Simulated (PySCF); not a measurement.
Assigning NMR signals

Atom-mapped SMILES (the numbers label the heavy atoms): `[N:1]#[C:2][C@@H:3]1[CH2:4][O:5][C:6]([F:7])=[CH:8][O:9]1`; H(Xn) means a hydrogen on atom n. Ha(C4) is cis to C2 on the ring; Hb(C4) is trans to C2 on the ring.

No relativistic terms, gas phase, one computed conformer. J couplings at B3LYP/pcJ-1 (spin–dipole term only in couplings to heteroatoms); GIAO PBE0/pcSseg-1 shieldings; structure optimised with GFN2-xTB; PySCF 2.14.0 with density-fitted response routines.

Scale: TMS for 13C, 1H (reference shieldings calculated alike).

**Question.** Assign these signals to the numbered atoms. 13C{1H} NMR (computed): δ 165.0 (C, d, J = 330.3 Hz), 119.5 (C), 113.7 (CH, d, J = 45.0 Hz), 69.9 (CH2), 61.2 (CH).

**Answer.** 
165.0 → C6, alkene carbon bearing oxygen: an sp2 carbon further deshielded by the attached heteroatom
119.5 → C2, nitrile carbon: typical of a nitrile
113.7 → C8, alkene carbon bearing oxygen: as expected for a trigonal carbon in a double bond
69.9 → C4, sp3 CH2 bonded to O: deshielded by the electronegative neighbour
61.2 → C3, sp3 CH bonded to O, α to a nitrile: deshielded by the electronegative neighbour

**Question.** Assign these signals to the numbered atoms. 1H NMR (400 MHz, computed): δ 6.46 (d, J = 2.3 Hz, 1H), 4.58 (ddd, J = 2.6, 2.5, 1.3 Hz, 1H), 4.55 (ddd, J = 12.0, 1.8, 1.3 Hz, 1H), 4.25 (dd, J = 12.0, 2.5 Hz, 1H).

**Answer.** 
| δ (ppm) | atoms | environment | reason |
| --- | --- | --- | --- |
| 6.46 | H(C8) | hydrogen on an alkene carbon bearing oxygen | olefinic region |
| 4.58 | H(C3) | hydrogen on an sp3 CH bonded to O, α to a nitrile | its carbon carries O, which withdraws density |
| 4.55 | Ha(C4) | hydrogen on an sp3 CH2 bonded to O | its carbon carries O, hence the downfield position |
| 4.25 | Hb(C4) | hydrogen on an sp3 CH2 bonded to O | – |

H(C3) and Ha(C4) lie closer than the usual error of such a calculation, so a measured spectrum could show them in the other order.

C–F couplings over four or more bonds (about 3 Hz to the para carbon of a fluoroarene) are left out. Common functionals overestimate the size of one-bond C–F couplings by tens of Hz; these are unscaled. Multiplet labels drop couplings under 1 Hz and merge nearly equal ones. Unscaled 3J(H,H) at this level run about 10 % above measured values. Shifts are as computed. Against solution values, carbons near 30 ppm lie about +3 ppm off and those near 130 ppm about +5 ppm. Of 1211 compounds with measured shifts, 218 miss one by over three times the rms of a fit or turn the order of signals round; such compounds aren't used in these exercises.
